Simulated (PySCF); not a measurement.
Multinuclear NMR of CH$_{8}$Cl$_{2}$OSi$_{4}$

Geometry:
```tsv
atom	x (Å)	y (Å)	z (Å)
C1	-2.382	0.563	-1.205
Si2	-1.202	-0.467	-0.117
Si3	0.883	-0.962	-1.187
Cl4	1.007	0.060	-2.980
Si5	2.051	0.162	0.516
O6	2.689	-1.097	1.343
Si7	-0.008	0.825	1.495
Cl8	-0.189	0.144	3.433
H9	-3.199	0.997	-0.635
H10	-1.843	1.378	-1.678
H11	-2.817	-0.040	-1.997
H12	-2.009	-1.608	0.361
H13	1.237	-2.324	-1.610
H14	3.123	1.157	0.345
H15	2.984	-1.029	2.248
H16	-0.331	2.249	1.658
```

How the numbers were obtained: geometry from GFN2-xTB, shielding tensors at PBE0/pcSseg-1 (GIAO), in PySCF 2.14.0 with density-fitted response routines (rapidly exchanging positions averaged, isolated molecule, one conformer, relativity neglected).

Task: Where does $^{29}$Si resonate?

Result: 
| atoms | environment | σ (ppm) | δ (ppm) |
| --- | --- | --- | --- |
| Si5 | silicon bonded to O, 2 Si, H, in a 4-membered ring | 333.3 | 6.0 |
| Si3 | silicon bonded to Cl, 2 Si, H, in a 4-membered ring | 346.2 | -4.6 |
| Si7 | silicon bonded to Cl, 2 Si, H, in a 4-membered ring | 350.2 | -7.9 |
| Si2 | silicon bonded to C, 2 Si, H, in a 4-membered ring | 386.4 | -37.6 |

Shieldings were converted by a linear fit to measured shifts: $^{29}$Si (scatter 8.9 ppm rms, 25.8 ppm with the 6 outliers that the fit left out vs TMS, solution or neat liquid). Occasional misses reach two or three times the rms, and more in compound classes unlike the fitted ones.

On a 300 MHz spectrometer $^{29}$Si resonates near 59.6 MHz, so 1 ppm is 59.6 Hz.

Task: Predict the $^{17}$O NMR data.

Result: 
```csv
atoms,environment,σ (ppm),δ (ppm)
O6,"oxygen bonded to Si, H",344.8,-47.3
```

Shieldings were converted by a linear fit to measured shifts: $^{17}$O (scatter 10.7 ppm rms, 12.2 ppm with the 3 outliers that the fit left out vs liquid water, solution or neat liquid). Occasional misses reach two or three times the rms, and more in compound classes unlike the fitted ones.

On a 300 MHz spectrometer $^{17}$O resonates near 40.7 MHz, so 1 ppm is 40.7 Hz.
